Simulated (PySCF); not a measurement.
SMILES [SiH](Cl)([SiH2][SiH2]N)Cl (H7Cl2NSi3), PBE0/def2-SVP optimised geometry.

```
13

Si    -2.21    -0.72    -1.78
Cl    -2.53    -2.11    -0.28
Cl    -3.06     1.08    -1.22
Si     0.10    -0.36    -1.97
Si     0.83     0.69     0.00
N      2.57     0.69     0.00
H     -2.94    -1.19    -2.99
H      0.76    -1.69    -2.17
H      0.35     0.48    -3.18
H      0.15     0.00     1.15
H      0.38     2.11     0.00
H      3.06     1.31     0.63
H      3.06    -0.19    -0.08
```

Density from PBE0/def2-TZVP run with PySCF at that geometry.

Minimum of the electron density along straight lines between bonded atoms, close to the bond critical point (lines longer than 1.1 times the sum of covalent radii, or with two minima, are not listed):

```json
[
 {"bond": "Si1–Cl2", "length / Å": "2.072", "ρ at the minimum / e bohr⁻³": "0.097", "∇²ρ there / e bohr⁻⁵": "0.21", "position (fraction from the first atom)": "0.36"},
 {"bond": "Si1–Cl3", "length / Å": "2.074", "ρ at the minimum / e bohr⁻³": "0.096", "∇²ρ there / e bohr⁻⁵": "0.21", "position (fraction from the first atom)": "0.36"},
 {"bond": "Si1–Si4", "length / Å": "2.337", "ρ at the minimum / e bohr⁻³": "0.094", "∇²ρ there / e bohr⁻⁵": "-0.13", "position (fraction from the first atom)": "0.63"},
 {"bond": "Si4–Si5", "length / Å": "2.352", "ρ at the minimum / e bohr⁻³": "0.093", "∇²ρ there / e bohr⁻⁵": "-0.17", "position (fraction from the first atom)": "0.54"},
 {"bond": "Si5–N6", "length / Å": "1.735", "ρ at the minimum / e bohr⁻³": "0.129", "∇²ρ there / e bohr⁻⁵": "0.54", "position (fraction from the first atom)": "0.40"},
 {"bond": "Si1–H7", "length / Å": "1.488", "ρ at the minimum / e bohr⁻³": "0.125", "∇²ρ there / e bohr⁻⁵": "0.12", "position (fraction from the first atom)": "0.49"},
 {"bond": "Si4–H8", "length / Å": "1.498", "ρ at the minimum / e bohr⁻³": "0.116", "∇²ρ there / e bohr⁻⁵": "0.16", "position (fraction from the first atom)": "0.49"},
 {"bond": "Si4–H9", "length / Å": "1.497", "ρ at the minimum / e bohr⁻³": "0.117", "∇²ρ there / e bohr⁻⁵": "0.16", "position (fraction from the first atom)": "0.49"},
 {"bond": "Si5–H10", "length / Å": "1.502", "ρ at the minimum / e bohr⁻³": "0.118", "∇²ρ there / e bohr⁻⁵": "0.14", "position (fraction from the first atom)": "0.49"},
 {"bond": "Si5–H11", "length / Å": "1.493", "ρ at the minimum / e bohr⁻³": "0.120", "∇²ρ there / e bohr⁻⁵": "0.15", "position (fraction from the first atom)": "0.49"},
 {"bond": "N6–H12", "length / Å": "1.015", "ρ at the minimum / e bohr⁻³": "0.331", "∇²ρ there / e bohr⁻⁵": "-1.60", "position (fraction from the first atom)": "0.74"},
 {"bond": "N6–H13", "length / Å": "1.014", "ρ at the minimum / e bohr⁻³": "0.332", "∇²ρ there / e bohr⁻⁵": "-1.61", "position (fraction from the first atom)": "0.74"}
]
```
